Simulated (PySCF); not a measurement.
J couplings in C$_{4}$HF$_{5}$

Bonds (- single, = double, # triple, : aromatic): C1#C2 1.207 Å, C2-C3 1.464 Å, C3-F4 1.345 Å, C3-F5 1.345 Å, C3-C6 1.547 Å, C6-F7 1.326 Å, C6-F8 1.323 Å, C6-F9 1.325 Å. C1 carries H10.

Indirect spin–spin couplings were computed at B3LYP/pcJ-1 (spin–dipole term only in couplings to heteroatoms) (PySCF) on a PBE0-D3(BJ)/def2-SVP structure, for the isolated molecule, without vibrational or relativistic corrections. Couplings are averaged over pairs made equivalent by symmetry, fast rotation or ring inversion, so a value needn't be that of the named pair in this geometry, while other rotamers aren't included; one pair stands for each set, and the list holds those of at least 1.5 Hz over up to four bonds, among pairs with at least one F or H atom (others weren't computed). One-bond C–F couplings come out tens of Hz too large with common functionals.

Isotopes: $^{13}$C, $^{19}$F, $^{1}$H.

```
   pair  bonds  J (Hz)
C1, H10      1   282.8
 C3, F4      1  -306.1
 C6, F7      1       ?
 C2, F4      2       ?
C2, H10      2    53.1
 C3, F7      2    43.2
 F4, F5      2       ?
 F4, C6      2    35.9
 F7, F8      2    56.0
 C1, F4      3     4.6
C3, H10      3     4.6
 F4, F7      3       ?
F4, H10      4    -6.4
```

Estimate the withheld couplings, with signs.

## Answers


- $^{1}J$(C6,F7) = -354.9 Hz (bond length 1.326 Å)
- $^{2}J$(C2,F4) = 38.3 Hz (angle at C3 111°)
- $^{2}J$(F4,F5) = 277.0 Hz (angle at C3 108°)
- $^{3}J$(F4,F7) = -9.7 Hz (mean over equivalent pairs that range from -22.9 to 11.2 Hz in this conformer)
